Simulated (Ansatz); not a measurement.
Consider the formal loss of a carbene: `C#[C][Zr]([OH])([F])[O]C` → `C#[C][Zr]([OH])([OH])[F]` + `[CH2]` (triplet).

Isolated molecules relaxed with PBE0-D4/def2-TZVP in Ansatz; ΔE leaves out vibrations. CBS: MP2 limit from def2 TZ/QZ plus the TZ coupled-cluster correction, frozen cores. This one scheme is used for every species. DFT in def2-TZVPP. HSE06 is defined as in plane-wave codes. Triplets are unrestricted, without spin–orbit coupling. Elements past krypton have def2 core potentials. For Zr outer-core shells are correlated without core-valence functions, which leaves a few kJ/mol of doubt a bond. Each species was taken in one conformer, which may not be the lowest.

`C#[C][Zr]([OH])([F])[O]C`:

Cartesian coordinates in Å:
```
C 2.149 2.254 1.274
C 1.670 1.218 0.857
Zr 0.822 -0.686 0.133
O 1.637 -1.119 -1.540
F 1.140 -2.077 1.407
O -1.046 -0.416 -0.046
C -2.412 -0.280 -0.274
H 2.571 3.163 1.641
H 1.824 -1.335 -2.449
H -2.634 -0.368 -1.342
H -2.967 -1.054 0.265
H -2.753 0.700 0.073
```

`C#[C][Zr]([OH])([OH])[F]`:

Cartesian coordinates in Å:
```
C -0.906 -1.376 -2.181
C -0.453 -0.868 -1.174
Zr 0.386 0.011 0.663
O 1.599 1.389 0.152
O -1.062 0.674 1.708
F 1.320 -1.336 1.640
H -1.303 -1.823 -3.065
H 2.111 2.181 0.016
H -1.693 1.148 2.242
```

`[CH2]` (triplet):

Cartesian coordinates in Å:
```
C 0.170 -0.168 0.138
H 0.546 0.086 -0.840
H -0.716 0.082 0.702
```

```tsv
level	ΔE (kcal/mol)
r2SCANh-D4	88.1
PBE	94.8
PBE0	92.3
HSE06	92.5
RPA@PBE/def2-TZVPP	91.5
HF/def2-SVP	63.7
HF/def2-QZVPP	60.8
MP2/def2-QZVPP	94.7
```

Task: What does CCSD(T)/CBS give? (An estimate is asked.)

Result: Ansatz gave: +93.3 kcal/mol. The listed levels differ from it by -5.2, 1.5, -1.0, -0.8, -1.8, -29.6, -32.5, 1.4 kcal/mol.

Task: What do rigid-rotor, harmonic-oscillator terms from PBE0-D4/def2-TZVP frequencies (298.15 K, 1 bar) make of the CCSD(T)/CBS value? (An estimate is asked.)

Result: Ansatz gave: ΔZPE = -7.5 kcal/mol, ΔH = +87.3 kcal/mol, ΔS = 150 J/(mol·K), ΔG = +76.6 kcal/mol. Open shells count their whole term as degenerate. Modes under 50 cm⁻¹ make the entropy rough.

Largest T1 diagnostic among the species: 0.017.

From BLYP to BHLYP (50 % exact exchange), in def2-TZVPP and without D4, ΔE moves by −2.5 kcal/mol. Leaving LDA and LC-ωPBE aside and taking each functional with its dispersion term where it has one, the values, not all of them listed here, spread over 9.5 kcal/mol, from r2SCAN0-D4 to ωB97X-V. LDA lies +16.3 kcal/mol from PBE without D4.
